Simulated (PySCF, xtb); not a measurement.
C2H5O2, SMILES [O]CCO, multiplicity 2.

Geometry optimised at ωB97X-D3(BJ)/def2-SVP. The isomer is the one that the SMILES or the coordinates give; other isomers of the formula were not compared. One conformer was computed; it need not be the lowest.

The numbers are results of IEF-PCM-PBE0/def2-SVP (PySCF), not measurements.

The values are the electrostatic part of the solvation free energy, E(continuum) − E(gas) at the gas-phase geometry, in a cavity of scaled van der Waals radii (PySCF's table); cavitation and dispersion terms are not included. The dipole moment in vacuum is 3.06 D.

Computed values in water (ε = 78.36), toluene (ε = 2.37), benzene (ε = 2.27):
```csv
solvent,ε,ΔG(elec) (kcal/mol),dipole (D)
water,78.36,-7.6,3.91
toluene,2.37,-3.4,3.43
benzene,2.27,-3.2,3.41
```

For comparison, GFN2-xTB/ALPB(water) (xtb, at the GFN2-xTB geometry, all terms of that model) gives -9.7 kcal/mol.
